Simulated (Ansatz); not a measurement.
The same path of Cl4H2NTa + ClH (10 atoms, charge 0, multiplicity 1) was run 3 times with different band settings. Lost on the way: Cl9–H10. Made: Ta1–Cl9, N2–H10.

Theory: Ansatz 0.2.0, RKS PBE/def2-SVP.

Relaxed end points:

```xyz
10
Properties=species:S:1:pos:R:3
Ta -0.052 0.254 0.026
N 1.929 0.011 0.220
H 2.435 0.273 1.074
H 2.558 -0.050 -0.588
Cl 0.028 0.682 2.331
Cl 0.367 -0.202 -2.235
Cl -0.966 2.322 -0.442
Cl -1.471 -1.546 0.270
Cl 2.224 -3.216 0.872
H 2.118 -1.928 0.612
```

```xyz
10
Properties=species:S:1:pos:R:3
Ta -0.018 -0.592 0.197
N 2.273 0.033 0.236
H 2.470 0.689 1.005
H 2.563 0.479 -0.646
Cl 0.146 -0.040 2.488
Cl 0.485 -0.970 -2.080
Cl -0.268 1.704 -0.289
Cl -2.239 -1.190 0.155
Cl 0.889 -2.717 0.698
H 2.868 -0.796 0.377
```

Common settings: optimiser quadratic models (default); start path through a guess of the saddle point; force threshold 0.03 eV/Å; iteration limit 60; end points relaxed.

| run | movable images | climbing image | spring |
| --- | --- | --- | --- |
| 1 | 7 | yes | 5.0 eV/Å² |
| 2 | 7 | yes | 0.1 eV/Å² |
| 3 | 6 | no | 5.0 eV/Å² |

**Question.** What does each run give, and how far can it be trusted?

**Answer.** Run 1: converged after 17 iterations, highest image 0.085 eV above the first end. A vibrational analysis at the climbing image gives one clearly imaginary mode, 67i cm⁻¹: a first-order saddle point.
Run 2: converged after 22 iterations, highest image 0.084 eV above the first end. Another band between the same ends (7 images) ends at a top of the same energy, where a vibrational analysis finds 1 clearly imaginary mode.
Run 3: converged after 13 iterations, highest image 0.071 eV above the first end. No image climbed, so the highest image needn't sit at the top of the path.
The orbitals stay closed-shell, which can raise the energy where a bond breaks towards radicals; this wasn't checked here.
